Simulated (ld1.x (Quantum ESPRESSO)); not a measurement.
Nd: one change to a TM semilocal potential, before and after

neodymium, norm-conserving Troullier–Martins (semilocal form), made with ld1.x (Quantum ESPRESSO) 7.5 (PBEsol, scalar-relativistic). Core [Kr] 4d10, reference 4f4 5s2 5p6 5d1 6s1 6p0. Waves: 5p (bound): rc 2.20 bohr; 5d (bound): rc 4.15 bohr; 4f (bound): rc 1.05 bohr; 5s (bound): rc 1.70 bohr. Local part: the s channel. Core correction: none.

Occupied shells without a wave of their own: 6s. They enter only through the test configuration that unscreens the potential.

All-electron outer shells of the reference configuration (PBEsol, scalar-relativistic, ld1.x):

```
shell  level (eV)  outermost node (bohr)  outermost maximum (bohr)
   4p     -224.66                   0.32                      0.59
   4d     -115.51                   0.29                      0.62
   5s      -39.30                   0.72                      1.32
   5p      -20.99                   0.77                      1.50
   6s       -3.10                   1.78                      3.88
   5d       -1.29                   0.88                      2.29
   6p       -1.02                   2.16                      5.30
   4f       -0.71                      –                      0.67
```

Change: wave 5d (bound): rc 4.15 bohr becomes 5d (bound): rc 4.74 bohr.

Cutoffs: the cutoffs (Ry, on a coarse ladder) from which the occupation-weighted sum of valence levels, in a spherical-Bessel basis at the reference potential, stays within 10 and 1 mRy of its value at 400 Ry; they do not see the model core or the augmentation charge, which bear on the density cutoff. Errors are all-electron minus pseudo energies relative to the spin-unpolarised reference configuration.

Task: What does the change do?

Result: The potential gets neither clearly harder nor softer (260 Ry and 300 Ry → 260 Ry and 300 Ry); of the 7 tests that both files solve, the error grows in 4 and shrinks in 1 by more than 15 % and 0.3 meV (median size 118.1 → 144.3 meV); neither file shows a bound ghost at the reference potential, the only one tested. A semilocal file is local in each channel, so a ghost entry of none says nothing of the separable form that plane-wave codes build from it.

| quantity | base | changed |
| --- | --- | --- |
| cutoff, loose | 260 Ry | 260 Ry |
| cutoff, tight | 300 Ry | 300 Ry |
| bound ghosts | none | none |
| largest miss of a reference level, eV | 0.07 | 0.07 |
| error for 4f4 5s2 5p6 5d0 6s2 6p0, meV [ΔE -1.71 eV] | +82 | +94 |
| error for 4f4 5s2 5p6 5d0 6s1 6p0, meV [ΔE 4.10 eV] | +12 | +32 |
| error for 4f4 5s2 5p6 5d0 6s0 6p0, meV [ΔE 14.79 eV] | -118 | -81 |
| error for 4f4 5s2 5p6 5d0 6s0 6p1, meV [ΔE 7.07 eV] | -6082 | -6045 |
| error for 4f3 5s2 5p6 5d0 6s0 6p0, meV [ΔE 37.28 eV] | +3.7 | +144 |
| error for 4f4 5s2 5p5 5d0 6s2 6p0, meV [ΔE 25.14 eV] | +184 | +254 |
| error for 4f5 5s2 5p6 5d0 6s0 6p0, meV [ΔE 6.59 eV] | -162 | -190 |

Base: These tests converged, but a pseudo level misses the all-electron one widely, so the file describes the atom poorly there or has found another state: 4f4 5s2 5p6 5d0 6s0 6p0: empty 6p by 6.6 eV; 4f4 5s2 5p6 5d0 6s0 6p1: 5s by 5.8 eV; 4f4 5s2 5p5 5d0 6s2 6p0: empty 6p by 4.3 eV. The 6s level has no wave, so the channel is fitted at the deeper level alone: the likely source of the large errors. Changed file: These tests converged, but a pseudo level misses the all-electron one widely, so the file describes the atom poorly there or has found another state: 4f4 5s2 5p6 5d0 6s0 6p0: empty 6p by 6.6 eV; 4f4 5s2 5p6 5d0 6s0 6p1: 5s by 5.7 eV. The 6s level has no wave, so the channel is fitted at the deeper level alone: the likely source of the large errors.
